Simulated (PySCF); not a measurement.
A GIAO shielding run with PySCF (density fitting, non-relativistic, gas phase) on SMILES C[C@@H]1CC[Si@](Cl)(O[SiH3])C1, C5H13ClOSi2:

```
$ OMP_NUM_THREADS=1 python probes_run.py task.json out

{"job": {"kind": "nmr", "xc": "PBE0", "basis": "pcSseg-1"}, "charge": 0, "multiplicity": 1}
C     -1.556389     0.988795     1.059598
C     -1.787407     0.186634    -0.217301
C     -1.579926    -1.314207     0.025095
C     -0.088491    -1.606942     0.229196
Si     0.770694    -0.378293    -0.940589
Cl     1.619768    -1.230205    -2.564389
O      1.906765     0.518087    -0.215743
Si     3.356461     0.882055     0.431146
C     -0.800289     0.623773    -1.309694
H     -2.179218     0.610387     1.867756
H     -1.804729     2.035890     0.899912
H     -0.514387     0.930005     1.363383
H     -2.817728     0.356928    -0.549082
H     -2.170513    -1.651010     0.878775
H     -1.928213    -1.858058    -0.855706
H      0.191118    -1.425274     1.266258
H      0.119550    -2.655368     0.024512
H      4.389802     0.290051    -0.413044
H      3.372078     2.341506     0.427936
H      3.358187     0.309420     1.776559
H     -0.667978     1.703641    -1.296406
H     -1.199565     0.361569    -2.289804
```

Hardware: 1 thread of an Arm Neoverse N1, shared host. The job also computes population analyses, field gradients, ring-centre shieldings.

(1) How large is the calculation?

(2) How long does it take, and how much memory does it need?

## Answers

(1) 96 electrons, 239 basis functions and 1309 auxiliary functions.

(2) 120 s of wall time, with 14 SCF cycles and 4 response iterations; peak memory 1 GiB. Times on a shared host scatter by some tens of per cent.
